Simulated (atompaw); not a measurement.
# What one change does to a pseudopotential (magnesium (Mg), PAW (atompaw))

Mg (Z = 12), PAW, made with atompaw 4.2.0.5 (LDA (PW92), scalar-relativistic). Core [He] 2s2, reference 2p6 3s1.5 3p0 (charge +0.5). Waves: 3s (bound): rc 1.95 bohr; 3s channel at 4.05 Ry: rc 2.10 bohr; 2p (bound): rc 0.95 bohr; 3p (bound, empty): rc 1.05 bohr; 3d channel at 0.35 Ry: rc 2.10 bohr. Local part: ultrasoft scheme with l = 3 at 0 Ry, radius 1.95 bohr. Core correction: smooth core density matched at 1.35 bohr. Augmentation charge: gaussian compensation charge, radius 1.65 bohr; PAW radius 2.10 bohr; waves and projectors: custom polynom vanderbiltortho.

Change: all radii scaled by about 0.94 (s 1.84, p 0.90, d 1.98 bohr); local potential ultrasoft scheme with l = 3 at 0 Ry, radius 1.84 bohr; augmentation gaussian compensation charge, radius 1.56 bohr; PAW radius 1.98 bohr; waves and projectors: custom polynom vanderbiltortho; core correction smooth core density matched at 1.28 bohr.

Cutoffs: the cutoffs (Ry, on a coarse ladder) from which the occupation-weighted sum of valence levels, in a spherical-Bessel basis at the reference potential, stays within 10 and 1 mRy of its value at 400 Ry; they do not see the model core or the augmentation charge, which bear on the density cutoff.

Problem. What does the change do?

Solution. The potential gets harder (120 Ry and 160 Ry → 140 Ry and 180 Ry); the bound ghost in s disappears. A smaller radius makes the pseudo-wave follow the all-electron one further in, where it bends more sharply, so more plane waves are needed.

```csv
quantity,base,changed
"cutoff, loose",120 Ry,140 Ry
"cutoff, tight",160 Ry,180 Ry
loose cutoff by channel (10 mRy a level),"s 8 Ry, p 80 Ry","s 10 Ry, p 80 Ry"
bound ghosts,s,none
lowest overlap eigenvalue by channel,"s 0.02, p 0.63, d 1.00","s 0.18, p 0.64, d 1.00"
```

 A true bound ghost makes a file unfit for plane-wave use even where its test errors are small: the radial tests pick states by their node count and pass the ghost by. The cutoffs see the waves, projectors and local potential, not the compensation charge or the core.
